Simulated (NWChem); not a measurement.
System: HSOF2 cation; SMILES [OH+]=S(F)F

NWChem input:

```
start job
memory heap 200 mb stack 900 mb global 1100 mb
charge 1
geometry units angstroms noautoz
  O      0.180590     1.437522     0.000000
  S     -0.453227     0.044047     0.000000
  F      0.276931    -0.686957    -1.159659
  F      0.276931    -0.686957     1.159659
  H      1.161793     1.552824     0.000000
end
basis spherical
  * library 6-31+g*
end
dft
  xc xpbe96 cpbe96
  iterations 150
end
tddft
  cis
  nroots 8
  notriplet
end
task tddft energy
```

Excerpt of the output:

```
             Northwest Computational Chemistry Package (NWChem) 7.3.0
             --------------------------------------------------------

 CS  symmetry detected

                             Geometry "geometry" -> ""
                             -------------------------

 Output coordinates in angstroms (scale by  1.889725989 to convert to a.u.)

  No.       Tag          Charge          X              Y              Z
 ---- ---------------- ---------- -------------- -------------- --------------
    1 O                    8.0000     0.23559279    -1.39596929     0.00000000
    2 S                   16.0000    -0.46013723    -0.03235046     0.00000000
    3 F                    9.0000     0.23647060     0.73069285    -1.15965900
    4 F                    9.0000     0.23647060     0.73069285     1.15965900
    5 H                    1.0000     1.22098252    -1.46710968     0.00000000

 Effective nuclear repulsion energy (a.u.)     203.9900011173

      Symmetry information
      --------------------

 Group name             Cs
 Group number              2
 Group order               2
 No. of unique centers     4

  pbe96 is a nonlocal functional; adding pw91lda local functional.

                                 NWChem DFT Module
                                 -----------------

 Summary of "ao basis" -> "ao basis" (spherical)
 ------------------------------------------------------------------------------
       Tag                 Description            Shells   Functions and Types
 ---------------- ------------------------------  ------  ---------------------
 O                          6-31+g*                  8       18   4s3p1d
 S                          6-31+g*                 10       22   5s4p1d
 F                          6-31+g*                  8       18   4s3p1d
 H                          6-31+g*                  2        2   2s

      Symmetry analysis of basis
      --------------------------

        a'         49
        a"         29

[...]

                                NWChem TDDFT Module
                                -------------------

            General Information
            -------------------
           No. of orbitals :     156
            Alpha orbitals :      78
             Beta orbitals :      78
        Alpha frozen cores :       0
         Beta frozen cores :       0
     Alpha frozen virtuals :       0
      Beta frozen virtuals :       0
         Spin multiplicity :       1
    Number of AO functions :      78
        Use of symmetry is : off
      Symmetry adaption is : on
         Schwarz screening :  0.10D-07

              XC Information
              --------------
   PerdewBurkeErnzerhof Exchange Functional   1.00
     Perdew 1991 LDA Correlation Functional   1.00 local
    PerdewBurkeErnz. Correlation Functional   1.00 non-local

             TDDFT Information
             -----------------
          Calculation type : Tamm-Dancoff TDDFT
         Wavefunction type : Restricted singlets
          No. of electrons :      42
           Alpha electrons :      21
            Beta electrons :      21
              No. of roots :       8
          Max subspacesize :    5600
            Max iterations :     100
               Target root :       1
           Target symmetry : none
      Symmetry restriction : off
                 Algorithm : Optimal
        Davidson threshold :  0.10D-03

    8 smallest eigenvalue differences (eV)
--------------------------------------------------------
  No. Spin  Occ  Vir  Irrep   E(Occ)    E(Vir)   E(Diff)
--------------------------------------------------------
    1    1   21   22 a"       -0.618    -0.354     7.177
    2    1   20   22 a'       -0.623    -0.354     7.322
    3    1   21   23 a'       -0.618    -0.341     7.548
    4    1   20   23 a"       -0.623    -0.341     7.694
    5    1   19   22 a"       -0.651    -0.354     8.088
    6    1   19   23 a'       -0.651    -0.341     8.459
    7    1   18   22 a'       -0.665    -0.354     8.461
    8    1   18   23 a"       -0.665    -0.341     8.832
--------------------------------------------------------

  Entering Davidson iterations
  Restricted singlet excited states

  Iter   NTrls   NConv    DeltaV     DeltaE      Time
  ----  ------  ------  ---------  ---------  ---------
    1      8       0     0.27E+00   0.10+100        2.4
    2     16       0     0.11E+00   0.59E-01        2.4
    3     24       0     0.19E-01   0.86E-02        2.4
    4     32       2     0.28E-02   0.25E-03        2.4
    5     38       6     0.25E-03   0.53E-05        2.1
    6     40       8     0.58E-04   0.50E-07        1.6
  ----  ------  ------  ---------  ---------  ---------
  Convergence criterion met

  Ground state a'       -672.880766425039 a.u.

  ----------------------------------------------------------------------------
  Root   1 singlet a"             0.287444610 a.u.                7.8218 eV
  ----------------------------------------------------------------------------
     Transition Moments    X  0.00000   Y  0.00000   Z -0.06563
     Dipole Oscillator Strength                    0.0008252907
     Electric Quadrupole                           0.0000000132
     Magnetic Dipole                               0.0000004389
     Total Oscillator Strength                     0.0008257427

[...]
```

Level: PBE/6-31+G* (spherical d), TDA. Structure relaxed at the PBE0/def2-SVP level.
